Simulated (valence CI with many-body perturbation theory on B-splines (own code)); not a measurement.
# Level structure of Cd34+

Computed by relativistic CI+MBPT: four valence electrons over a frozen Dirac-Fock core [Ne], radial functions for each j: 11 s, 11 p, 9 d, 7 f, 5 g, 2 h, 1 i, with the one-electron correlation potential Σ1, the two-electron term Σ2, the three-electron term Σ3, Breit, model QED; selected CI, second order for the rest (own B-spline code, finite nucleus).

The last digits are not significant, and no measured levels were compared; by estimate large intervals hold to a few tenths of a per cent, small ones and those within an open d or f shell to about a per cent.

Levels 1 to 45 of 68, with energies above the lowest level, (3s^2 3p1/2^2) J=0. "Leading %" is the weight of the configuration and term that name the level; weights of strongly mixed levels are sums over their largest components and can fall short. In the jj column 3d3/2^4 stands for four electrons in 3d with j = 3/2. Lifetimes count E1, E2, E3, M1 and M2 decay at the calculated energies, and are blank where another channel may lead or the interval is too uncertain; long ones can be off by a factor of two.

| No. | Configuration | Term | J | E (cm⁻¹) | Leading % | Lifetime | g | Second component | Leading jj |
| --- | --- | --- | --- | --- | --- | --- | --- | --- | --- |
| 1 | 3s²3p² | ³P | 0 | 0 | 75 |  |  | 24 % 3s²3p² ¹S | 3s^2 3p1/2^2 (98 %) |
| 2 | 3s²3p² | ³P | 1 | 327310 | 98 | 2.10 μs | 1.497 |  | 3s^2 3p1/2 3p3/2 (98 %) |
| 3 | 3s²3p² | ¹D | 2 | 370990 | 57 | 587 μs | 1.208 | 42 % 3s²3p² ³P | 3s^2 3p1/2 3p3/2 (97 %) |
| 4 | 3s²3p² | ³P | 2 | 730100 | 56 | 1.04 μs | 1.283 | 42 % 3s²3p² ¹D | 3s^2 3p3/2^2 (97 %) |
| 5 | 3s²3p² | ¹S | 0 | 828030 | 74 | 606 ns |  | 24 % 3s²3p² ³P | 3s^2 3p3/2^2 (96 %) |
| 6 | 3s3p³ | ⁵S° | 2 | 1005500 | 51 | 200 ps | 1.696 | 33 % 3s3p³ ³P° | 3s 3p1/2^2 3p3/2 (86 %) |
| 7 | 3s3p³ | ³D° | 1 | 1144800 | 46 | 20.5 ps | 0.903 | 20 % 3s3p³ ³P° | 3s 3p1/2^2 3p3/2 (77 %) |
| 8 | 3s3p³ | ³D° | 2 | 1300200 | 44 | 228 ps | 1.463 | 34 % 3s3p³ ⁵S° | 3s 3p1/2 3p3/2^2 (79 %) |
| 9 | 3s²3p3d | ³F° | 2 | 1335500 | 60 | 4.98 ns | 0.819 | 26 % 3s²3p3d ¹D° | 3s^2 3p1/2 3d3/2 (90 %) |
| 10 | 3s3p³ | ³D° | 3 | 1373800 | 78 | 257 ps | 1.310 | 14 % 3s²3p3d ³D° | 3s 3p1/2 3p3/2^2 (78 %) |
| 11 | 3s3p³ | ³P° | 0 | 1475600 | 89 | 23.6 ps |  | 9 % 3s²3p3d ³P° | 3s 3p1/2 3p3/2^2 (89 %) |
| 12 | 3s3p³ | ³P° | 1 | 1489500 | 35 | 5.19 ps | 1.170 | 31 % 3s²3p3d ³D° | 3s 3p1/2 3p3/2^2 (49 %) |
| 13 | 3s²3p3d | ³F° | 2 | 1515800 | 25 | 16.4 ps | 1.043 | 23 % 3s3p³ ³D° | 3s 3p1/2 3p3/2^2 (39 %) |
| 14 | 3s²3p3d | ³F° | 3 | 1531200 | 70 | 21.9 ps | 1.120 | 13 % 3s3p³ ³D° | 3s^2 3p1/2 3d5/2 (72 %) |
| 15 | 3s²3p3d | ³P° | 1 | 1550200 | 26 | 4.48 ps | 1.091 | 20 % 3s3p³ ³P° | 3s^2 3p1/2 3d3/2 (41 %) |
| 16 | 3s²3p3d | ³D° | 2 | 1597300 | 27 | 5.20 ps | 1.277 | 25 % 3s3p³ ¹D° | 3s^2 3p1/2 3d5/2 (45 %) |
| 17 | 3s3p³ | ³S° | 1 | 1618800 | 36 | 3.76 ps | 1.316 | 18 % 3s3p³ ¹P° | 3s 3p1/2 3p3/2^2 (79 %) |
| 18 | 3s²3p3d | ³P° | 2 | 1752100 | 28 | 130 ps | 1.319 | 24 % 3s3p³ ³P° | 3s^2 3p3/2 3d5/2 (50 %) |
| 19 | 3s²3p3d | ³F° | 4 | 1812800 | 98 | 2.41 μs | 1.246 |  | 3s^2 3p3/2 3d5/2 (98 %) |
| 20 | 3s²3p3d | ³P° | 1 | 1844800 | 42 | 3.43 ps | 1.164 | 30 % 3s²3p3d ³D° | 3s^2 3p3/2 3d3/2 (77 %) |
| 21 | 3s²3p3d | ³D° | 2 | 1848200 | 44 | 2.81 ps | 1.064 | 20 % 3s²3p3d ¹D° | 3s^2 3p3/2 3d3/2 (74 %) |
| 22 | 3s²3p3d | ³D° | 3 | 1856300 | 46 | 4.09 ps | 1.190 | 24 % 3s²3p3d ¹F° | 3s^2 3p3/2 3d3/2 (69 %) |
| 23 | 3s²3p3d | ³P° | 0 | 1861400 | 89 | 3.94 ps |  | 9 % 3s3p³ ³P° | 3s^2 3p3/2 3d3/2 (89 %) |
| 24 | 3s²3p3d | ¹P° | 1 | 1981000 | 32 | 5.58 ps | 1.299 | 25 % 3s²3p3d ³P° | 3s^2 3p3/2 3d5/2 (54 %) |
| 25 | 3s²3p3d | ³P° | 2 | 1994900 | 24 | 4.20 ps | 1.284 | 22 % 3s3p³ ³P° | 3s^2 3p3/2 3d5/2 (45 %) |
| 26 | 3s²3p3d | ¹F° | 3 | 1999600 | 63 | 4.95 ps | 1.112 | 32 % 3s²3p3d ³D° | 3s^2 3p3/2 3d5/2 (77 %) |
| 27 | 3s3p²3d | ⁵F | 1 | 2031200 | 63 | 103 ps | 0.304 | 22 % 3s3p²3d ³D | 3s 3p1/2^2 3d3/2 (86 %) |
| 28 | 3s3p²3d | ⁵F | 2 | 2051500 | 35 | 113 ps | 1.204 | 16 % 3s3p²3d ⁵D | 3s 3p1/2^2 3d3/2 (76 %) |
| 29 | 3s²3p3d | ¹P° | 1 | 2101600 | 37 | 3.23 ps | 1.026 | 29 % 3s3p³ ¹P° | 3s 3p3/2^3 (46 %) |
| 30 | 3s3p²3d | ⁵F | 3 | 2156400 | 32 | 34.2 ps | 1.377 | 31 % 3s3p²3d ⁵D | 3s 3p1/2^2 3d5/2 (77 %) |
| 31 | 3p⁴ | ³P | 2 | 2165100 | 27 | 24.4 ps | 1.229 | 16 % 3s3p²3d ⁵F | 3p1/2^2 3p3/2^2 (39 %) |
| 32 | 3s3p²3d | ⁵D | 0 | 2288900 | 47 | 34.2 ps |  | 15 % 3s3p²3d ³P | 3s 3p1/2 3p3/2 3d3/2 (67 %) |
| 33 | 3s3p²3d | ³F | 2 | 2294800 | 50 | 36.9 ps | 0.959 | 14 % 3s3p²3d ⁵D | 3s 3p1/2 3p3/2 3d3/2 (63 %) |
| 34 | 3s3p²3d | ⁵D | 1 | 2307400 | 60 | 154 ps | 1.261 | 16 % 3s3p²3d ⁵F | 3s 3p1/2 3p3/2 3d3/2 (94 %) |
| 35 | 3s3p²3d | ⁵F | 3 | 2326700 | 46 | 71.8 ps | 1.216 | 31 % 3s3p²3d ³F | 3s 3p1/2 3p3/2 3d3/2 (81 %) |
| 36 | 3s3p²3d | ⁵D | 0 | 2337300 | 43 | 13.5 ps |  | 24 % 3p⁴ ¹S | 3p1/2^2 3p3/2^2 (43 %) |
| 37 | 3s3p²3d | ⁵F | 2 | 2341500 | 23 | 10.9 ps | 1.185 | 16 % 3s3p²3d ⁵D | 3s 3p1/2 3p3/2 3d3/2 (38 %) |
| 38 | 3s3p²3d | ⁵F | 4 | 2363900 | 76 | 585 ps | 1.326 | 10 % 3s3p²3d ⁵D | 3s 3p1/2 3p3/2 3d5/2 (66 %) |
| 39 | 3s3p²3d | ⁵D | 4 | 2390000 | 47 | 473 ps | 1.345 | 41 % 3s3p²3d ³F | 3s 3p1/2 3p3/2 3d5/2 (54 %) |
| 40 | 3s3p²3d | ⁵P | 3 | 2448900 | 51 | 7.08 ps | 1.417 | 26 % 3s3p²3d ³F | 3s 3p1/2 3p3/2 3d5/2 (54 %) |
| 41 | 3s3p²3d | ³F | 2 | 2451100 | 29 | 14.8 ps | 1.174 | 19 % 3s3p²3d ⁵D | 3s 3p1/2 3p3/2 3d5/2 (68 %) |
| 42 | 3s3p²3d | ⁵F | 5 | 2457900 | 67 | 244 ps | 1.330 | 33 % 3s3p²3d ³G | 3s 3p1/2 3p3/2 3d5/2 (88 %) |
| 43 | 3s3p²3d | ³P | 1 | 2461300 | 39 | 26.5 ps | 1.381 | 24 % 3p⁴ ³P | 3s 3p1/2 3p3/2 3d5/2 (62 %) |
| 44 | 3s3p²3d | ³F | 2 | 2468100 | 37 | 11.3 ps | 1.008 | 11 % 3s3p²3d ³P | 3s 3p1/2 3p3/2 3d3/2 (51 %) |
| 45 | 3s3p²3d | ⁵P | 2 | 2493700 | 45 | 4.35 ps | 1.551 | 19 % 3s3p²3d ³D | 3s 3p1/2 3p3/2 3d3/2 (70 %) |

The ionisation energy to 3s²3p ²P°1/2 of the next ion comes out as 2193.8 eV (NIST: 2195 ± 4 eV (semi-empirical)). All 68 levels together are meant to be complete up to 2833800 cm⁻¹.
